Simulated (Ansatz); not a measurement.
Consider the redistribution: `[OH][Hf]([OH])([OH])[F]` + `[CH3][Al]([SH])[Cl]` → `[OH][Hf]([OH])([F])[Cl]` + `[CH3][Al]([OH])[SH]`.

Computed with Ansatz on PBE0-D4/def2-TZVP structures; ΔE is electronic, products minus reactants. CCSD(T)/CBS adds triple-zeta CCSD(T) − MP2 to the extrapolated MP2 energy (def2 sets, frozen cores). DFT in def2-TZVPP. HSE06 is defined as in plane-wave codes. Elements past krypton have def2 core potentials. For Hf outer-core shells are correlated without core-valence functions, which leaves a few kJ/mol of doubt a bond. Each species was taken in one conformer, which may not be the lowest.

```
                  species  HSE06 energy (Eh)
`[OH][Hf]([OH])([OH])[F]`         -375.42518
    `[CH3][Al]([SH])[Cl]`        -1141.03805
`[OH][Hf]([OH])([F])[Cl]`         -759.72201
    `[CH3][Al]([OH])[SH]`         -756.74473
```

Problem. Work out ΔE.

Solution. ΔE = (-759.72201) + (-756.74473) − (-375.42518) − (-1141.03805) = -0.00351 Eh = -9.2 kJ/mol. CCSD(T)/CBS gives -9.1 kJ/mol.

Largest T1 diagnostic among the species: 0.015.

At CCSD(T), def2-SVP lies +9.2 kJ/mol from the extrapolated value and def2-TZVPP −2.2 kJ/mol. Leaving LDA and LC-ωPBE aside and taking each functional with its dispersion term where it has one, the values, not all of them listed here, spread over 5.5 kJ/mol, from B97M-V to revPBE-D4.
